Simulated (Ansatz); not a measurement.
Cu(OH2)2 (CuH₄O₂), SMILES [OH2]->[Cu+]<-[OH2], charge +1, multiplicity 1.

Coordinates come from a r2SCAN-D4/def2-TZVP optimisation. The spin state was assumed, not searched.

Two levels are set side by side: PBE/def2-SVPD (Ansatz, a first-principles code) and PBE0/def2-SVPD (Ansatz). Energy differences of separate SCF runs at the same geometry; the states with an electron removed or added have multiplicity 2 and 2. Differences are taken from unrounded values.

```json
[
 {"quantity": "vertical ionisation energy (eV)", "PBE0": "15.29", "PBE": "15.50", "PBE minus PBE0": "0.21"},
 {"quantity": "vertical electron affinity (eV)", "PBE0": "4.09", "PBE": "4.39", "PBE minus PBE0": "0.30"},
 {"quantity": "vertical singlet–triplet gap (eV)", "PBE0": "4.29", "PBE": "4.53", "PBE minus PBE0": "0.25"}
]
```
